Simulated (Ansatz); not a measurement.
Molecule: ScI2, charge 1, multiplicity 1. The spin state was set by rule; other spins were not relaxed. 
Coordinates optimised at B3LYP-D3(BJ)/def2-TZVP (Ansatz, an electronic-structure program):
```
Sc
I 1 2.5593
I 1 2.5593 2 114.80
```
Charge +1, spin multiplicity 1.

Basis-set convergence of Hartree-Fock and MP2 correlation energies (hartree) with Ansatz. Valence correlation only, unless marked. Spin-orbit coupling is left out. Frozen are the shells of the preceding noble gas and the d and f shells that filled before the atom's block. Past Kr the def2 sets carry scalar-relativistic core potentials.

The T1 diagnostic of CCSD in the largest basis is 0.028, which is high, so the coupled-cluster rows are less sure than usual.

```json
[
 {"basis": "def2-SVP", "functions": "83", "E(HF)": "-1352.85510", "E(corr, MP2)": "-0.25060"},
 {"basis": "def2-TZVPP", "functions": "164", "E(HF)": "(withheld)", "E(corr, MP2)": "(withheld)"}
]
```

Q: What belongs in the gaps?

A: 
- def2-TZVPP, E(HF): -1352.97846
- def2-TZVPP, E(corr, MP2): -0.33217
